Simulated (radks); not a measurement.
Results of a calculation; reference values are marked as such.
Coulomb parameter of the 4d shell of the silver ion Ag3+ in the model configuration [Kr] 4d6.5 5s1.5, as a second difference U = [E(n + 0.5) + E(n - 0.5) - 2 E(n)] / (0.5)^2 with all orbitals relaxed. "Bare": the charge of the atom changes with n. "Screened": the 5s shell takes up the change at fixed total charge, which measures U(4d,4d) + U(5s,5s) - 2 U(4d,5s). Level of theory: scalar-relativistic Kohn-Sham, BLYP, spin-unpolarised, spherical densities, point nucleus (a radial shooting solver on a logarithmic mesh with Libxc functionals).

case              configuration  E - E(n) (eV)
start          [Kr] 4d6.5 5s1.5          0.000
bare +0.5        [Kr] 4d7 5s1.5        -23.161
bare -0.5        [Kr] 4d6 5s1.5         27.166
screened +0.5      [Kr] 4d7 5s1         -7.564
screened -0.5      [Kr] 4d6 5s2          8.240

U(bare) = 16.019 eV, U(screened by 5s) = 2.707 eV, against the Slater integral F0(4d,4d) = 20.463 eV with frozen orbitals.
